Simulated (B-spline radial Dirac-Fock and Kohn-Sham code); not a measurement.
Method: Dirac-Fock ΔSCF + Breit + QED. Computed with a radial atomic solver. The model has no electron correlation.

**Question.** Identify the element and charge state from the binding energies below (tabulated ground configuration; the least bound level is included).

| level | binding energy (eV) |
| --- | --- |
| K | 24405.7 |
| L1 | 5284.0 |
| L2,3 | 4984.9 |

**Answer.** Ru³⁵⁺: Z = 44 with 9 electrons, [He] 2s2 2p5. The hydrogen-like estimate √(E/Ry) = 42.4 for the K level lies 1.6 below Z (screening lowers it, relativity raises it); the outermost level, at 4984.9 eV, fixes the charge.

**Question.** Identify the element and charge state from the binding energies below (tabulated ground configuration; the least bound level is included).

| level | binding energy (eV) |
| --- | --- |
| 1s | 16049.1 |
| 2s | 3420.9 |
| 2p | 3243.0 |

**Answer.** Kr²⁸⁺: Z = 36 with 8 electrons, [He] 2s2 2p4. The hydrogen-like estimate √(E/Ry) = 34.3 for the K level lies 1.7 below Z; the outermost level, at 3243.0 eV, fixes the charge.
